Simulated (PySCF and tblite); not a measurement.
Values are calculated unless marked as measured or tabulated.
Conformer ensemble of C9H10, numbered as in [cH:1]1[cH:2][cH:3][c:4]([CH:5]2[CH2:6][CH2:7]2)[cH:8][cH:9]1

The ensemble was built from 90 distance-geometry starts (ETKDG and KDG, MMFF94s, GFN2-xTB) and rests on PBE0-D3(BJ)/def2-SVP geometries. Free energies are CAM-B3LYP-D3(BJ)/def2-SVPD (IEF-PCM, chloroform) single points with GFN2-xTB rigid-rotor and vibrational terms (modes under about 100 cm⁻¹ blended into free rotors). Symmetry numbers and mirror images are counted. Conformers within 3 kcal/mol (GFN2-xTB free energy) were kept, 8 at most. GIAO shieldings: WP04/pcSseg-1 (IEF-PCM, chloroform). Couplings: B3LYP/pcSseg-1 with pcJ-1 on H (gas phase; spin-dipole term only for pairs with B, N, F, Si or P). Couplings are for ¹H. Shifts are against TMS (¹H), TMS (¹³C) at the same level; of two unlike H on one atom, a is the less shielded. Run with PySCF (density fitting) and tblite.

Torsions listed: C3–C4–C5–C6.

| conformer | shape | symmetry | E(GFN2) kcal/mol | E(DFT) kcal/mol | G(298.15 K) kcal/mol | weight % | dipole D |
| --- | --- | --- | --- | --- | --- | --- | --- |
| 1 | -146° | Cs | 0.00 | 0.00 | 0.00 | 71.4 | 0.70 |
| 2 | -55° | Cs | 1.44 | 1.09 | 0.54 | 28.6 | 0.38 |

Weights (%) against temperature:

```csv
T (K),1,2,S(mix) cal/mol/K
150,91.6,8.4,0.57
200,83.8,16.2,0.88
250,76.9,23.1,1.07
298.15,71.4,28.6,1.19
400,63.4,36.6,1.30
```

Averaged shifts at 298.15 K. ¹H: 7.15 (H2/H9, 2H), 7.06 (H1, 1H), 6.99 (H3/H8, 2H), 1.72 (H5, 1H), 1.02 (H6a/H7a, 2H), 0.70 (H6b/H7b, 2H) ppm. ¹³C: 151.8 (C4), 133.9 (C2/C9), 132.6 (C3/C8), 131.3 (C1), 19.7 (C5), 13.8 (C6/C7) ppm.

Averaged couplings (Hz): ³J(H1,H2) 8.2, ⁴J(H1,H3) 0.8, ⁶J(H1,H5) -0.5, ³J(H2,H3) 8.7, ⁴J(H2,H9) 0.9, ⁴J(H3,H5) -0.6, ⁴J(H3,H8) 1.6, ³J(H5,H6b) 5.4, ³J(H5,H6a) 9.8, ²J(H6b,H6a) -5.5, ³J(H6b,H7b) 10.7, ³J(H6b,H7a) 6.7, ³J(H6a,H7a) 10.4.

Coordinates of conformer 1 (Å):

```xyz
19

C    -2.809    0.120   -0.261
C    -2.371   -0.443    0.936
C    -1.008   -0.560    1.198
C    -0.052   -0.120    0.274
C     1.394   -0.266    0.587
C     2.404    0.756    0.132
C     2.398   -0.602   -0.487
C    -0.507    0.445   -0.926
C    -1.869    0.563   -1.190
H    -3.877    0.214   -0.469
H    -3.096   -0.794    1.674
H    -0.673   -1.004    2.139
H     1.582   -0.714    1.567
H     2.030    1.598   -0.457
H     3.213    1.015    0.821
H     2.018   -0.707   -1.507
H     3.202   -1.298   -0.234
H     0.211    0.799   -1.671
H    -2.199    1.007   -2.133
```

Shifts are unscaled: against experiment ¹³C can be off by 15 ppm or more and ¹H by 0.8 ppm.

Search and properties took 3 min on 1 thread of Arm Neoverse V2 (shared host) (rough), launched as `OMP_NUM_THREADS=1 python ens_run.py task.json out`.
